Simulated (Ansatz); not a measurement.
The first iterations of a band of H3NZn (5 atoms, charge 0, multiplicity 1).

These are results of RKS PBE-D4/def2-TZVP in Ansatz 0.2.0, not measurements.

* movable images: 5
* climbing image: yes
* spring: 5.0 eV/Å²
* optimiser: quadratic models (default)
* start path: through a guess of the saddle point
* force threshold: 0.03 eV/Å
* iteration limit: 60
* end points: relaxed

Image 0:

```xyz
5
Properties=species:S:1:pos:R:3
N -0.116 -0.860 -0.097
Zn 0.343 0.911 -0.097
H -1.057 -1.095 -0.414
H 0.064 -1.386 0.758
H 0.816 2.356 -0.190
```

Image 6:

```xyz
5
Properties=species:S:1:pos:R:3
N -0.410 -0.728 0.216
Zn 0.331 0.917 -0.084
H -0.927 -1.154 -0.553
H 0.193 -1.445 0.619
H 0.862 2.336 -0.240
```

| iteration | highest image above the first end (eV) | largest band force component (eV/Å) |
| --- | --- | --- |
| 1 | 16.542 | 58.109 |
| 2 | 4.598 | 14.027 |
| 3 | 2.295 | 8.472 |

Does the band converge within its limit, and where does its top end?

The forces met the threshold. It ended after 10 iterations with the highest image 0.020 eV above the first end. A vibrational analysis at the climbing image gives one clearly imaginary mode, 293i cm⁻¹: a first-order saddle point.

Run time: 54 s on 2 threads of Arm Neoverse V1 (shared host), peak memory 0.15 GiB.
